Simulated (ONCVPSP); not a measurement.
## BLYP ONCV dataset for nitrogen (N), scalar-relativistic all-electron reference.

The input file (ONCVPSP 4.0.1):

```
# ATOM AND REFERENCE CONFIGURATION
# atsym  z   nc   nv     iexc    psfile
  N 7.00    1    2  -106131      upf
#
#   n    l    f
    1    0    2.00
    2    0    2.00
    2    1    2.00
#
# PSEUDOPOTENTIAL AND OPTIMIZATION
# lmax
    1
#
#   l,   rc,      ep,       ncon, nbas, qcut
    0    1.00    0.00    4    8    7.40
    1    1.60    0.00    4    9    9.30
#
# LOCAL POTENTIAL
# lloc, lpopt,  rc(5),   dvloc0
    4    1    0.65    4.00
#
# VANDERBILT-KLEINMAN-BYLANDER PROJECTORs
# l, nproj, debl
    0    3    2.40
    1    2    0.90
#
# MODEL CORE CHARGE
# icmod, fcfact, rcfact
    2    0.75    0.65
#
# LOG DERIVATIVE ANALYSIS
# epsh1, epsh2, depsh
   -3.00    5.00    0.02
#
# OUTPUT GRID
# rlmax, drl
    6.00    0.01
#
# TEST CONFIGURATIONS
# ncnf
    4
# nvcnf
#   n    l    f
    2
    2    0    2.00
    2    1    3.00
#
    2
    2    0    2.00
    2    1    1.00
#
    2
    2    0    2.00
    2    1    0.00
#
    2
    2    0    1.00
    2    1    0.00
#
```

Command:

```bash
oncvpsp.x < N.dat > N.out
```

Resulting log (shortened: citation, most of the input echo, consistency checks and plot data are left out):

```
ONCVPSP  (Optimized Norm-Conservinng Vanderbilt PSeudopotential)
scalar-relativistic version 4.0.1

#   n    l    f        energy (Ha)
    1    0    2.00    -1.4786508E+01
    2    0    2.00    -1.1881148E+00
    2    1    2.00    -7.6016936E-01

Reference configufation results
  iterations    27
  all-electron total energy (Ha)   -5.40194685D+01

Begin loop to  construct optimized pseudo wave functions
and semi-local pseudopoentials for all angular momenta

   Wellstate for l =  0  n =  4
     eigenvalue =   1.2119
     asymptotic potential =   1.7119
     half-point radius =  3.5826

   Wellstate for l =  0  n =  4
     eigenvalue =   3.6119
     asymptotic potential =   4.1119
     half-point radius =  2.1933

Calculating optimized projector #   1

 for l=   0

    Fraction of norm inside rc  0.366908
    Optimizing pswf for qcut=   7.39 a_B^-1,  ecut=  27.33 Ha
    Residual kinetic energy error=  8.58D-04 Ha

    Energy error per electron        Cutoff
         Ha          eV             Ha
         0.01000     0.27211       17.96
         0.00100     0.02721       26.81
         0.00010     0.00272      132.39
         0.00001     0.00027      174.69

Calculating optimized projector #   2

 for l=   0

    Fraction of norm inside rc  0.056143
    Optimizing pswf for qcut=   7.39 a_B^-1,  ecut=  27.33 Ha
    Residual kinetic energy error=  3.84D-04 Ha

    Energy error per electron        Cutoff
         Ha          eV             Ha
         0.01000     0.27211       14.16
         0.00100     0.02721       23.92
         0.00010     0.00272       44.50
         0.00001     0.00027      143.10

Calculating optimized projector #   3

 for l=   0

    Fraction of norm inside rc  0.056272
    Optimizing pswf for qcut=   7.39 a_B^-1,  ecut=  27.33 Ha
    Residual kinetic energy error=  1.22D-03 Ha

    Energy error per electron        Cutoff
         Ha          eV             Ha
         0.01000     0.27211       18.85
         0.00100     0.02721       28.26
         0.00010     0.00272       93.14
         0.00001     0.00027      242.12

   Wellstate for l =  1  n =  3
     eigenvalue =   0.1398
     asymptotic potential =   0.6398
     half-point radius =  3.7537

Calculating optimized projector #   1

 for l=   1

    Fraction of norm inside rc  0.744168
    Optimizing pswf for qcut=   9.30 a_B^-1,  ecut=  43.21 Ha
    Residual kinetic energy error=  1.01D-07 Ha

    Energy error per electron        Cutoff
         Ha          eV             Ha
         0.01000     0.27211       20.13
         0.00100     0.02721       26.66
         0.00010     0.00272       32.09
         0.00001     0.00027       36.56

Calculating optimized projector #   2

 for l=   1

    Fraction of norm inside rc  0.125883
    Optimizing pswf for qcut=   9.30 a_B^-1,  ecut=  43.21 Ha
    Residual kinetic energy error=  1.60D-07 Ha

    Energy error per electron        Cutoff
         Ha          eV             Ha
         0.01000     0.27211       18.28
         0.00100     0.02721       25.62
         0.00010     0.00272       31.82
         0.00001     0.00027       36.74

Construct Vanderbilt / Kleinmman-Bylander projectors

B matrix Hermiticity error, ll=   0
   1   2   -1.0346E-04
   1   3   -2.5952E-04
   2   3   -6.6127E-05

  Orthonormal projector coefficients  2.1607E+02  9.5522E+00  1.6411E+00

B matrix Hermiticity error, ll=   1
   1   2    3.5459E-05

  Orthonormal projector coefficients -2.1958E+00 -6.8201E-01

Model core correction analysis
  based on d2Exc/dn_idn_j

d2excae - all-electron derivatives

   -5.979471D-02   -5.346320D-02
   -5.346613D-02   -5.270414D-02

d2excps - pseudofunction derivatives with no core correction

   -5.976144D-02   -5.749525D-02
   -5.749636D-02   -5.755116D-02

rms 2nd derivative error    3.741486E-03

amplitude prefactor, scale prefactor
   12.1122    1.1725

d2excps - pseudofunction derivatives with core correction

   -5.873368D-02   -5.610758D-02
   -5.610978D-02   -5.540118D-02

rms 2nd derivative error    2.365450E-03

Pseudoatom total energy   -9.188610

Diagnostic tests using Vanderbilt-Kleinman-Bylander pseudopotentials
  1 or more projectors used as specified by nproj input data

   l    rcore       rmatch      e in        delta e   norm test  slope test

   0   1.0028271   1.0332751  -1.1881148  -0.0000126   1.0000421   1.0001398
   0   1.0028271   1.0332751   1.2118852   0.0000100   1.0001916   1.0001916
   0   1.0028271   1.0332751   3.6118852   0.0000051   1.0003068   1.0003068

   1   1.6086685   1.6575111  -0.7601694  -0.0000027   1.0000326   1.0000431
   1   1.6086685   1.6575111   0.1398306   0.0000002   1.0000856   1.0000856

 Testing for bound ghosts
   n   l    E NL Schr. Eq   E Basis Diag.   E Cutoff

   1   0       -1.188127       -1.161145    345.08

   2   1       -0.760172       -0.759086    152.58

 Testing for highly-localized positive-energy ghosts
       l    <radius>/rc     E Basis Diag.   E Cutoff

       0        0.581303      403.153079    345.08  WARNING - GHOST(+)

Test configuration 0

   n   l     f        eae           eps        diff
   1   0  2.0000  -14.78650773
   2   0  2.0000   -1.18811479   -1.18812740   -1.26D-05
   2   1  2.0000   -0.76016936   -0.76017208   -2.71D-06

    Total energies and differences
      AE_ref= -5.40194685D+01  AE_tst= -5.40194685D+01  dif=  0.00D+00
      PS_ref= -9.18861040D+00  PS_tst= -9.18861040D+00  dif=  1.24D-14
      PSP excitation error= -1.24D-14

Test configuration 1

   n   l     f        eae           eps        diff
   1   0  2.0000  -14.16211772
   2   0  2.0000   -0.67791755   -0.67738582    5.32D-04
   2   1  3.0000   -0.25958138   -0.26035231   -7.71D-04

    Total energies and differences
      AE_ref= -5.40194685D+01  AE_tst= -5.45183085D+01  dif= -4.99D-01
      PS_ref= -9.18861040D+00  PS_tst= -9.68813263D+00  dif= -5.00D-01
      PSP excitation error=  6.82D-04

Test configuration 2

   n   l     f        eae           eps        diff
   1   0  2.0000  -15.60356332
   2   0  2.0000   -1.80283039   -1.80051755    2.31D-03
   2   1  1.0000   -1.38022640   -1.37383163    6.39D-03

    Total energies and differences
      AE_ref= -5.40194685D+01  AE_tst= -5.29583940D+01  dif=  1.06D+00
      PS_ref= -9.18861040D+00  PS_tst= -8.13002367D+00  dif=  1.06D+00
      PSP excitation error=  2.49D-03

Test configuration 3

   n   l     f        eae           eps        diff
   1   0  2.0000  -16.59646636
   2   0  2.0000   -2.50158463   -2.49043934    1.11D-02

    Total energies and differences
      AE_ref= -5.40194685D+01  AE_tst= -5.12253273D+01  dif=  2.79D+00
      PS_ref= -9.18861040D+00  PS_tst= -6.41095077D+00  dif=  2.78D+00
      PSP excitation error=  1.65D-02

Test configuration 4

   n   l     f        eae           eps        diff
   1   0  2.0000  -17.66324074
   2   0  1.0000   -3.22011474   -3.20370811    1.64D-02

    Total energies and differences
      AE_ref= -5.40194685D+01  AE_tst= -4.83659631D+01  dif=  5.65D+00
      PS_ref= -9.18861040D+00  PS_tst= -3.56522035D+00  dif=  5.62D+00
      PSP excitation error=  3.01D-02
```

The run took about 3.5 s on one core of a shared server CPU.
